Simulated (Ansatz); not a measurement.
Reaction (formal exchange of groups at the Si–N bond): `[AlH2][NH][SiH2][SiH3]` + `C=CC(C)=S` → `C=C[SiH2][SiH3]` + `CC(=S)[NH][AlH2]`

Isolated molecules relaxed with PBE0-D4/def2-TZVP in Ansatz; ΔE leaves out vibrations. CBS: MP2 limit from def2 TZ/QZ plus the TZ coupled-cluster correction, frozen cores. One conformer a species, not always the lowest.

`[AlH2][NH][SiH2][SiH3]`:

Z-matrix (Å, degrees):
```
Si
N 1 1.732
Si 1 2.345 2 111.9
H 1 1.488 2 107.0 3 -120.2
H 1 1.493 2 112.0 3 121.7
Al 2 1.783 1 129.3 3 119.7
H 2 1.012 1 114.5 3 -59.0
H 3 1.489 1 111.4 2 176.7
H 3 1.489 1 110.7 2 -62.4
H 3 1.491 1 110.1 2 56.7
H 6 1.580 2 117.9 1 1.1
H 6 1.583 2 117.4 1 -178.7
```

`C=CC(C)=S`:

```xyz
11

C     1.013    1.657   -0.623
C     0.456    0.450   -0.563
C    -0.300   -0.070    0.581
C    -0.820   -1.459    0.391
S    -0.565    0.765    1.952
H     0.928    2.342    0.214
H     1.559    1.980   -1.502
H     0.551   -0.224   -1.411
H    -1.458   -1.498   -0.499
H     0.015   -2.144    0.202
H    -1.380   -1.799    1.258
```

`C=C[SiH2][SiH3]`:

Z-matrix (Å, degrees):
```
Si
C 1 1.862
Si 1 2.343 2 110.6
H 1 1.491 2 110.5 3 119.9
H 1 1.489 2 108.8 3 -120.8
C 2 1.330 1 123.5 3 113.6
H 2 1.089 1 118.3 3 -64.9
H 3 1.488 1 110.4 2 -62.0
H 3 1.489 1 111.0 2 177.5
H 3 1.489 1 110.1 2 57.5
H 6 1.086 2 121.8 1 1.5
H 6 1.086 2 122.1 1 -178.7
```

`CC(=S)[NH][AlH2]`:

Cartesian coordinates in Å:
```
C 0.680 0.970 0.874
C 0.960 0.292 -0.433
S 2.340 0.570 -1.277
N 0.001 -0.566 -0.874
Al -1.599 -1.086 -0.205
H -0.238 1.563 0.809
H 0.528 0.231 1.667
H 1.505 1.620 1.145
H 0.285 -0.968 -1.761
H -2.360 -2.125 -1.115
H -2.103 -0.503 1.168
```

```
        level  ΔE (kJ/mol)
HF/def2-QZVPP         30.7
MP2/CBS(def2)         37.2
```

Problem. What does CCSD(T)/CBS give? (Best estimate.)

Solution. The calculation gave: +35.0 kJ/mol. The listed levels differ from it by -4.3, 2.2 kJ/mol.

Largest T1 diagnostic among the species: 0.017.

In def2-TZVPP, CCSD(T) changes the Hartree–Fock value by +4.8 kJ/mol (the triples alone add +0.8 kJ/mol) and MP2 by +6.9 kJ/mol.
